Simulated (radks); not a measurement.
Te+, configuration [Kr] 4d10 5s2 5p3 (the NIST ground configuration).

All-electron calculation, Dirac Kohn-Sham, exchange-only LDA, spin-unpolarised, spherical densities, finite nucleus; open shells fill j = l - 1/2 first; Fermi nuclear charge, rms radius 4.7423 fm. Program: a radial shooting solver on a logarithmic mesh with Libxc functionals.

Energy parts (eV):
total: -184647.973
kinetic: 195319.129
electron-nucleus: -448496.663
Hartree: 73021.762
exchange: -4492.202

Orbitals (lengths in bohr, moments of r in powers of bohr):
\begin{tabular}{lrrrr}
orbital & occ. & eigenvalue (eV) & <r> & small-component weight \\ \hline
1s1/2 & 2 & -31574.61 & 0.02784 & 3.66e-02 \\
2s1/2 & 2 & -4847.074 & 0.1195 & 7.79e-03 \\
2p1/2 & 2 & -4544.297 & 0.1009 & 7.82e-03 \\
2p3/2 & 4 & -4270.215 & 0.1064 & 7.44e-03 \\
3s1/2 & 2 & -969.6496 & 0.3224 & 2.29e-03 \\
3p1/2 & 2 & -844.9064 & 0.3126 & 2.23e-03 \\
3p3/2 & 4 & -793.8514 & 0.3241 & 2.13e-03 \\
3d3/2 & 4 & -572.8697 & 0.2949 & 2.01e-03 \\
3d5/2 & 6 & -562.1824 & 0.2985 & 1.98e-03 \\
4s1/2 & 2 & -170.9243 & 0.7649 & 6.47e-04 \\
4p1/2 & 2 & -128.0038 & 0.8018 & 5.85e-04 \\
4p3/2 & 4 & -118.2085 & 0.8310 & 5.51e-04 \\
4d3/2 & 4 & -49.6784 & 0.9664 & 4.06e-04 \\
4d5/2 & 6 & -48.2039 & 0.9788 & 3.97e-04 \\
5s1/2 & 2 & -22.2226 & 2.038 & 1.06e-04 \\
5p1/2 & 2 & -13.1859 & 2.439 & 7.35e-05 \\
5p3/2 & 1 & -12.2597 & 2.545 & 6.76e-05 \\
6s1/2 & 0 & -4.3654 & 5.516 & 1.70e-05 \\
4f5/2 & 0 & -0.8906 & 16.28 & 1.12e-06 \\
4f7/2 & 0 & -0.8906 & 16.28 & 1.12e-06 \\
\end{tabular}

The highest occupied level is 5p3/2 at -12.260 eV. Summed over all electrons, <r^2> = 49.65 bohr^2, which gives a Langevin (diamagnetic) susceptibility term of -39.3 x 10^-6 cm^3/mol.

Run on one thread of a shared host, so times are rough (Arm Neoverse N1): 0.17 s of CPU time, 0.17 s wall, 14 iterations on 2360 mesh points.
